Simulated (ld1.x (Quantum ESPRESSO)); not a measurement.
# Configuration tests for phosphorus (P) (TM)

| Quantity | Value |
| --- | --- |
| Element | phosphorus |
| Generator | ld1.x (Quantum ESPRESSO) 7.5 |
| Type | norm-conserving Troullier–Martins (Kleinman–Bylander form) |
| Functional | LDA (PZ) |
| Relativity | non-relativistic |
| Frozen core | [Ne] |
| Valence charge | 5 |
| Reference configuration | 3s2 3p1 (charge +2) |
| Partial waves | 3s (bound): rc 1.20 bohr; 3p (bound): rc 1.30 bohr |
| Local potential | all-electron potential smoothed inside 1.00 bohr (lloc = -1) |
| Core correction | none |

Energies are relative to the spin-unpolarised reference configuration 3s2 3p1; without spin polarisation the order of configurations can differ from experiment. Spin-polarised rows fill each open shell by Hund’s rule, majority spin first.

Q: Give the all-electron excitation energy and the error of the potential for: 3s2 3p3; 3s2 3p2; 3s2 3p0; 3s1 3p0; 3s1 3p3; 3s2 3p2.5; 3s2 3p3.3; 3s2 3p1 (spin-polarised); 3s2 3p3 (spin-polarised).

A:

```tsv
valence configuration	charge	ΔE all-electron (eV)	error AE − PS (meV)
3s2 3p3	0	-29.095	+76
3s2 3p2	+1	-19.262	+32
3s2 3p0	+3	29.905	+87
3s1 3p0	+4	81.969	+532
3s1 3p3	+1	-10.286	+17
3s2 3p2.5	+0.5	-25.268	+55
3s2 3p3.3	-0.3	-30.434	+85
3s2 3p1 (spin-polarised)	+2	-0.265	+31
3s2 3p3 (spin-polarised)	0	-30.605	+199
```
